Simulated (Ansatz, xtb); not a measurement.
# Two isomers of C5H9BO

Structure X: `CC#CB(O)CC`, a singlet. Structure Y: `CC1=CBCCO1`, a singlet. Both are isolated molecules in the gas phase, relaxed with PBE0-D3(BJ)/def2-SVP; the shapes shown needn't be the lowest conformers.

X (Å):

```
atom    x (Å)    y (Å)    z (Å)
   C  -0.0169   2.3502   0.6613
   C   0.3370   0.9429   0.6631
   C   0.6309  -0.2415   0.6653
   C   0.0311  -2.8180   0.0058
   C  -0.8454  -2.3454  -1.1484
   B   0.9818  -1.7408   0.6495
   O   2.1314  -2.1716   1.2361
   H  -0.6687   2.5968  -0.1912
   H  -0.5574   2.6144   1.5841
   H   0.8786   2.9885   0.6040
   H   2.6257  -1.4490   1.6377
   H  -0.6101  -3.1701   0.8391
   H   0.6334  -3.6983  -0.2769
   H  -0.2381  -2.0244  -2.0097
   H  -1.5244  -3.1365  -1.5030
   H  -1.4620  -1.4820  -0.8538
```

Y (Å):

```xyz
16

C    -0.5631    2.2443   -1.2131
C    -0.1627    1.2753   -0.1520
C     0.6770    1.5501    0.8940
C     0.6776   -1.0350    1.3178
C    -0.6854   -0.8806    0.6818
B     1.2714    0.3872    1.6625
O    -0.7108    0.0816   -0.3732
H    -0.2813    1.8472   -2.2008
H    -0.0876    3.2206   -1.0648
H    -1.6580    2.3631   -1.2192
H     1.0260    2.5828    0.9707
H     2.2109    0.5143    2.4179
H     1.3881   -1.5429    0.6354
H     0.6023   -1.6886    2.2021
H    -1.4139   -0.5452    1.4445
H    -1.0723   -1.8021    0.2241
```

Quicker runs give these differences E(Y) − E(X): GFN2-xTB −0.148 eV; HF/STO-3G +0.037 eV (at GFN2-xTB geometries); r2SCAN-D4/def2-SVP +0.679 eV (at GFN2-xTB geometries).

Estimate E(Y) − E(X) at the level CCSD(T)/def2-SVP + ΔMP2/def2-TZVPP.

Calculated at CCSD(T)/def2-SVP + ΔMP2/def2-TZVPP: E(Y) − E(X) = +0.997 eV, so structure X lies lower.

How the difference moves with the method:

| level | geometry | E(Y) − E(X) (eV) | departure from the last row (eV) | job, with rough time for the two |
| --- | --- | --- | --- | --- |
| GFN2-xTB | GFN2-xTB | −0.148 | −1.144 | optimisation, 0.15 s |
| HF/STO-3G | GFN2-xTB | +0.037 | −0.960 | single point, 0.28 s |
| r2SCAN-D4/def2-SVP | GFN2-xTB | +0.679 | −0.318 | single point, 3 s |
| PBE0-D3(BJ)/def2-SVP | PBE0-D3(BJ)/def2-SVP | +0.581 | −0.415 | optimisation, 65 s |
| HF/def2-SVP | PBE0-D3(BJ)/def2-SVP | +0.973 | −0.024 | part of the CCSD(T) run |
| MP2/def2-SVP | PBE0-D3(BJ)/def2-SVP | +1.077 | +0.080 | part of the CCSD(T) run |
| CCSD(T)/def2-SVP | PBE0-D3(BJ)/def2-SVP | +0.961 | −0.036 | single point |
| CCSD(T)/def2-SVP + ΔMP2/def2-TZVPP | PBE0-D3(BJ)/def2-SVP | +0.997 |  | single point, 53 s |

As drawn, Y has 1 C=C, 2 C–O, 1 B–H in place of 1 C≡C, 1 B–O, 1 O–H. Structure X has no ring, Y a 6-membered ring.

GFN2-xTB puts the two in the other order. The largest departure from CCSD(T)/def2-SVP + ΔMP2/def2-TZVPP is that of GFN2-xTB, 1.144 eV. A small imaginary or near-zero mode remains, so no thermal terms are given. The last row adds to CCSD(T) the change of the MP2 difference between the two basis sets, here +0.036 eV.

The correlated steps freeze 7 core orbitals. Programs: Ansatz 0.2.0, xtb 6.7.1; the last row on 4 threads of Arm Neoverse V2 on a shared host.
